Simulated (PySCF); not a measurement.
**Relaxation of singlet TaO₂(OH)**

These are results of PBE in PySCF with Ta def2-SVP with ECP60, O def2-SVP, H def2-SVP; scalar-relativistic core potentials, no spin–orbit coupling; density-fitted integrals, not measurements. A (50,194) grid was used.

A hand-made T-shaped (ligand arrangement 1) (heavy-atom frame) start, with no symmetry imposed:

```xyz
5
charge 0 multiplicity 1, angstrom
Ta    0.0299   -0.0032   -0.1372
O     0.0299   -0.0032    1.6928
O     1.8588   -0.0032   -0.0733
O    -2.0588   -0.0032   -0.0643
H    -2.6755    0.7322   -0.0427
```

Optimiser trace:
| step | E − E(last) (kJ/mol) | largest gradient (Eh/bohr) |
| --- | --- | --- |
| 0 | 275.08 | 0.12630 |
| 1 | 182.82 | 0.04068 |
| 2 | 118.40 | 0.04780 |
| 3 | 66.65 | 0.04607 |
| 4 | 24.19 | 0.02827 |
| 5 | 16.32 | 0.03808 |
| 6 | 6.71 | 0.02225 |
| 7 | 3.40 | 0.00785 |
| 8 | 2.89 | 0.00685 |
| 9 | 2.53 | 0.00517 |
| 10 | 2.08 | 0.00406 |
| 11 | 1.56 | 0.00325 |
| 12 | 1.02 | 0.00259 |
| 13 | 0.61 | 0.00193 |
| 14 | 0.51 | 0.00157 |
| 15 | 0.47 | 0.00089 |
| 16 | 0.41 | 0.00135 |
| 17 | 0.34 | 0.00185 |
| 18 | 0.26 | 0.00237 |
| 19 | 0.17 | 0.00142 |
| 20 | 0.08 | 0.00214 |
| 21 | 0.03 | 0.00122 |
| 22 | 0.01 | 0.00143 |
| 23 | 0.00 | 0.00015 |
| 24 | 0.00 | 0.00029 |

It ends at C1 with O–H 0.972 Å, Ta–O 1.756 Å (×2), Ta–O 1.925 Å; H–O–Ta 129.5°, O–Ta–O 104.8°, O–Ta–O 106.4° (×2) (after a last refinement on a finer grid). A frequency run shows a minimum. Other isomers or separated fragments may lie lower.

With an element this heavy the missing spin–orbit coupling can shift these numbers.
